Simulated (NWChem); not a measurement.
The numbers come from NWChem runs, not from measurements. System: SeSn, charge 0, spin multiplicity 1, displaced from the optimised geometry. The structure started from a generated list of species. Level: PBE/def2-TZVP with def2 effective core potentials on Sn.

Input file:

```
start mol
memory heap 200 mb stack 900 mb global 1100 mb
geometry units angstroms nocenter noautoz
  Sn     0.000000     0.000000     0.965249
  Se     0.000000     0.000000    -1.419485
  symmetry group C2v
end
basis spherical
  * library def2-tzvp
end
ecp
  Sn library def2-ecp
end
dft
  xc xpbe96 cpbe96
  semidirect memsize 60000000 filesize 0
  iterations 100
  grid xfine
end
task dft gradient
```

Output (cleaned and shortened):

```
             Northwest Computational Chemistry Package (NWChem) 7.3.0
             --------------------------------------------------------

                                NWChem Input Module
                                -------------------

 Scaling coordinates for geometry "geometry" by  1.889725989
 (inverse scale =  0.529177249)

 Turning off AUTOSYM since
 SYMMETRY directive was detected!

                             Geometry "geometry" -> ""
                             -------------------------

 Output coordinates in angstroms (scale by  1.889725989 to convert to a.u.)

  No.       Tag          Charge          X              Y              Z
 ---- ---------------- ---------- -------------- -------------- --------------
    1 Sn                  50.0000     0.00000000     0.00000000     0.96524900
    2 Se                  34.0000     0.00000000     0.00000000    -1.41948500

 Effective nuclear repulsion energy (a.u.)     377.2334035156

            Nuclear Dipole moment (a.u.)
            ----------------------------
        X                 Y               Z
 ---------------- ---------------- ----------------
     0.0000000000     0.0000000000    -0.0000755890

      Symmetry information
      --------------------

 Group name             C2v
 Group number             16
 Group order               4
 No. of unique centers     2

      Symmetry unique atoms

     1    2


 Summary of "ao basis" -> "" (spherical)
 ------------------------------------------------------------------------------
       Tag                 Description            Shells   Functions and Types
 ---------------- ------------------------------  ------  ---------------------
 *                         def2-tzvp                  on all atoms

 Summary of "ao basis" -> "ao basis" (spherical)
 ------------------------------------------------------------------------------
       Tag                 Description            Shells   Functions and Types
 ---------------- ------------------------------  ------  ---------------------
 Sn                        def2-tzvp                16       50   6s5p3d2f
[...]
     2   1 1 0     -0.000000     -0.000000     -0.000000      0.000000
     2   1 0 1      0.000000      0.000000      0.000000      0.000000
     2   0 2 0    -31.367958    -15.683979    -15.683979      0.000000
     2   0 1 1      0.000000      0.000000      0.000000      0.000000
     2   0 0 2    -32.377723   -175.110873   -175.110873    317.844024

            General Information
            -------------------
          SCF calculation type: DFT
          Wavefunction type:  closed shell.
          No. of atoms     :     2
          No. of electrons :    56
           Alpha electrons :    28
            Beta electrons :    28
          Charge           :     0
          Spin multiplicity:     1
          Use of symmetry is: on ; symmetry adaption is: on
          Maximum number of iterations: 100
          AO basis - number of functions:    98
                     number of shells:    32
          Convergence on energy requested:  1.00D-06
          Convergence on density requested:  1.00D-05
          Convergence on gradient requested:  5.00D-04

              XC Information
              --------------
          PerdewBurkeErnzerhof Exchange Functional  1.000
            Perdew 1991 LDA Correlation Functional  1.000 local
           PerdewBurkeErnz. Correlation Functional  1.000 non-local

             Grid Information
             ----------------
          Grid used for XC integration:  xfine
          Radial quadrature: Mura-Knowles
          Angular quadrature: Lebedev.
          Tag              B.-S. Rad. Rad. Pts. Rad. Cut. Ang. Pts.
          ---              ---------- --------- --------- ---------
          Sn                  1.45      205          11.0      1454
          Se                  1.15      160          11.0      1454
          Grid pruning is: on
          Number of quadrature shells:   365
          Spatial weights used:  Erf1

          Convergence Information
          -----------------------
          Convergence aids based upon iterative change in
          total energy or number of iterations.
          Levelshifting, if invoked, occurs when the
          HOMO/LUMO gap drops below (HL_TOL):  1.00D-02
          DIIS, if invoked, will attempt to extrapolate
          using up to (NFOCK): 10 stored Fock matrices.

                    Damping( 0%)  Levelshifting(0.5)       DIIS
                  --------------- ------------------- ---------------
          dE  on:    start            ASAP                start
          dE off:    2 iters        100 iters           100 iters

      Screening Tolerance Information
      -------------------------------
          Density screening/tol_rho:  1.00D-10
          AO Gaussian exp screening on grid/accAOfunc:  14
          CD Gaussian exp screening on grid/accCDfunc:  20
          XC Gaussian exp screening on grid/accXCfunc:  20
          Schwarz screening/accCoul:  1.00D-08

                            NWChem DFT Gradient Module
                            --------------------------

  charge          =   0.00
  wavefunction    = closed shell

  Using symmetry

                         DFT ENERGY GRADIENTS

    atom               coordinates                        gradient
                 x          y          z           x          y          z
   1 Sn      0.000000   0.000000   1.824056    0.000000   0.000000   0.009357
   2 Se      0.000000   0.000000  -2.682438    0.000000   0.000000  -0.009357

                 ----------------------------------------
                 |  Time  |  1-e(secs)   |  2-e(secs)   |
                 ----------------------------------------
                 |  CPU   |       0.03   |      12.89   |
                 ----------------------------------------
                 |  WALL  |       0.03   |      12.89   |
                 ----------------------------------------

 Task  times  cpu:       23.0s     wall:       23.0s

 Total times  cpu:       23.0s     wall:       23.0s
```
